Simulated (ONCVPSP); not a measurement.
**Cutoff test, rubidium, ONCV**

rubidium, optimised norm-conserving Vanderbilt (ONCV), made with ONCVPSP 4.0.1 (PBE, scalar-relativistic). Core [Ar] 3d10, reference 4s2 4p6 5s1. Waves: 4s+5s: rc 1.90 bohr, ncon 4, nbas 9, qcut 5.2 1/bohr, 2 projectors; 4p: rc 1.85 bohr, ncon 4, nbas 9, qcut 4.8 1/bohr, 2 projectors, debl 0.4 Ha; d scattering state at 0.08 Ha: rc 2.00 bohr, ncon 4, nbas 7, qcut 5.7 1/bohr, 2 projectors, debl 2.3 Ha; f scattering state at 0.03 Ha: rc 1.90 bohr, ncon 4, nbas 8, qcut 5.2 1/bohr, 2 projectors, debl 3 Ha. Local part: polynomial inside 1.55 bohr (lpopt 5, dvloc0 -1 Ha). Core correction: polynomial model core, fcfact 0.4.

In the p channel the program set the typed energies aside and used -0.587, 0.250 Ha.

Question: For each optimised wave give the share of its norm inside rc, the residual kinetic energy above qcut (Ha) and the cutoffs (Ha) for errors of 10, 1, 0.1 and 0.01 mHa per electron.

Answer:

```
         wave  norm inside rc  residual KE  10 mHa  1 mHa  0.1 mHa  0.01 mHa
           4s           0.821      8.7e-05     8.1   10.8     14.1      59.0
           5s           0.027      1.4e-05     2.0    8.6     11.4      14.6
           4p           0.639      2.2e-04     4.7    6.6     24.2      75.9
p projector 2           0.103      1.1e-04     4.2    5.9     11.7      31.7
d projector 1           0.198      3.7e-06     5.7    9.1     12.3      15.1
d projector 2           0.137      1.6e-04     9.8   13.6     17.3      49.0
f projector 1           0.000      4.1e-06     0.0    0.1      0.3       1.1
f projector 2           0.184      3.7e-02    16.8   47.0     86.8      97.1
```

The occupied waves need 11 Ha and 24 Ha for 1 and 0.1 mHa. Rows with under 1 % of the norm inside rc give no meaningful cutoff. The cutoffs count occupied waves only; projector 2 of the f channel, the hardest unoccupied one, needs 47 Ha at the loose tolerance. Note: no bound ghost flagged; GHOST(+) flagged for s at 135.5 eV.
